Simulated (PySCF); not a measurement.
C₃H₉BO₂, SMILES COCB(C)O. Heavy atoms are numbered as in [CH3:1][O:2][CH2:3][B:4]([CH3:5])[OH:6]. Hydrogens are named by the atom that carries them.

Geometry optimised at r2SCAN-D4/def2-SVP. This is a generated structure with no PubChem entry under its InChIKey; it may be hypothetical. The values are those of a single conformer.

These are KT2/pcSseg-1 run with PySCF values and carry that method's errors.

GIAO shieldings, no solvent; atoms alike by connectivity are averaged. δ = σ(ref) − σ: ¹³C against TMS (σ = 185.1 ppm); ¹⁷O against H2O (σ = 330.4 ppm); ¹¹B against BF3 (σ = 89.8 ppm); ¹H against TMS (σ = 31.47 ppm), references at their B3LYP-D3(BJ)/def2-TZVP geometries, non-relativistic.

```json
[
 {"atoms": "C3 (CH2)", "nucleus": "¹³C", "count": "1", "δ (ppm)": "___"},
 {"atoms": "C1 (CH3)", "nucleus": "¹³C", "count": "1", "δ (ppm)": "___"},
 {"atoms": "C5 (CH3)", "nucleus": "¹³C", "count": "1", "δ (ppm)": "5.5"},
 {"atoms": "O6 (OH)", "nucleus": "¹⁷O", "count": "1", "δ (ppm)": "193.3"},
 {"atoms": "O2", "nucleus": "¹⁷O", "count": "1", "δ (ppm)": "___"},
 {"atoms": "B4", "nucleus": "¹¹B", "count": "1", "δ (ppm)": "37.2"},
 {"atoms": "H on O6", "nucleus": "¹H", "count": "1", "δ (ppm)": "5.38"},
 {"atoms": "H on C1", "nucleus": "¹H", "count": "3", "δ (ppm)": "3.57"},
 {"atoms": "H on C3", "nucleus": "¹H", "count": "2", "δ (ppm)": "___"},
 {"atoms": "H on C5", "nucleus": "¹H", "count": "3", "δ (ppm)": "___"}
]
```

Task: What belongs in the gaps? (Estimate from the structure and the level; the computed values follow.)

Result: 
- C3 (CH2), δ (ppm): 72.8
- O2, δ (ppm): 17.3
- H on C3, δ (ppm): 3.48
- C1 (CH3), δ (ppm): 65.8
- H on C5, δ (ppm): 0.44
